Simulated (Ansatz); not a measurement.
Relaxation of ClH$_{8}$N$_{2}$O$_{3}$Ta (15 atoms, charge 0, multiplicity 1), to a largest force component of 0.03 eV/Å in at most 50 steps.

Method: RKS PBE/def2-SVP (Ansatz).

```xyz
15
Properties=species:S:1:pos:R:3
Ta -0.603 -0.472 -0.192
O 2.525 0.118 -0.703
H 2.275 0.504 0.172
N 0.383 -0.467 1.566
H 1.020 -1.212 1.865
H 0.140 0.141 2.354
O 0.049 0.119 -1.888
H 0.997 0.399 -1.947
O -1.320 1.206 0.385
H -1.659 1.923 0.936
Cl -2.703 -1.523 -0.186
N 0.540 -2.243 -0.457
H 0.658 -3.009 0.225
H 0.726 -2.608 -1.400
H 2.305 -0.832 -0.528
```

Where does it end, and by what steps?

The forces met the threshold. After 18 steps the energy has fallen by 0.261 eV; H3 moved furthest, 1.42 Å.

```csv
step,energy less start (eV),largest force component (eV/Å),accepted
0,0.0000,0.794,yes
1,0.0109,1.431,no
2,-0.0548,0.566,yes
3,-0.0875,0.320,yes
4,-0.1215,0.334,yes
5,-0.1398,0.684,yes
6,-0.1623,0.926,yes
7,-0.1946,0.663,yes
8,-0.2250,0.401,yes
9,-0.2423,0.259,yes
10,-0.2490,0.227,yes
11,-0.2531,0.148,yes
12,-0.2560,0.085,yes
13,-0.2574,0.118,yes
14,-0.2589,0.108,yes
15,-0.2602,0.039,yes
16,-0.2610,0.037,yes
17,-0.2613,0.038,yes
18,-0.2615,0.022,yes
```

```xyz
15
Properties=species:S:1:pos:R:3
Ta -0.605 -0.238 -0.075
O 2.677 -0.485 -1.394
H 3.231 -0.109 -0.684
N 0.258 -0.260 1.736
H 1.036 -0.857 2.028
H -0.018 0.370 2.495
O 0.375 0.683 -1.384
H 1.356 0.397 -1.524
O -1.810 1.083 0.616
H -2.593 1.226 1.172
Cl -2.432 -1.502 -0.955
N 0.600 -1.950 -0.281
H 0.735 -2.618 0.488
H 0.416 -2.521 -1.120
H 2.106 -1.176 -0.917
```

Whether the end is a true minimum wasn't checked by a vibrational analysis.

Time of the run: 49 s on 4 threads of Arm Neoverse V2, on a shared host, peak memory 0.25 GiB.
